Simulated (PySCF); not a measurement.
Radial density of Co (cobalt, neutral)

UHF, [Ar] 3d9, 2D determinant (an excited configuration). All numbers are calculated (PySCF 2.14, scalar relativity by spin-free X2C-1e, in aug-cc-pwCVTZ-DK with one added diffuse shell each of s, p, d, f, g type (11s10p8d5f4g, 152 functions)).

| r (bohr) | 4πr²ρ (e/bohr) | 4πr²(ρα − ρβ) |
| --- | --- | --- |
| 0.000997 | 0.2421 | 0.0000 |
| 0.00168 | 0.6087 | 0.0000 |
| 0.00282 | 1.498 | 0.0000 |
| 0.00474 | 3.555 | -0.0001 |
| 0.00798 | 7.944 | -0.0001 |
| 0.0134 | 15.94 | -0.0003 |
| 0.0226 | 26.57 | -0.0005 |
| 0.0380 | 32.72 | -0.0008 |
| 0.0639 | 27.81 | -0.0009 |
| 0.107 | 27.49 | 0.0055 |
| 0.181 | 36.68 | 0.0723 |
| 0.304 | 21.05 | 0.3737 |
| 0.511 | 16.08 | 0.9203 |
| 0.860 | 16.01 | 0.9479 |
| 1.45 | 4.852 | 0.3690 |
| 2.43 | 0.9674 | 0.0283 |
| 4.09 | 0.1397 | -0.0191 |
| 6.88 | 0.006380 | -0.0025 |
| 11.6 | 6.758e-05 | 0.0000 |

Densities and radii are taken from the X2C orbitals without a picture-change correction, which distorts them close to the nucleus.

(1) Where is the radial spin density 4πr²(ρα − ρβ) most negative, and why is it negative at all?

Answers

(1) Around r = 4.09 bohr, down to -0.0191 e/bohr: exchange with the open shell polarises the paired shells in an unrestricted calculation.
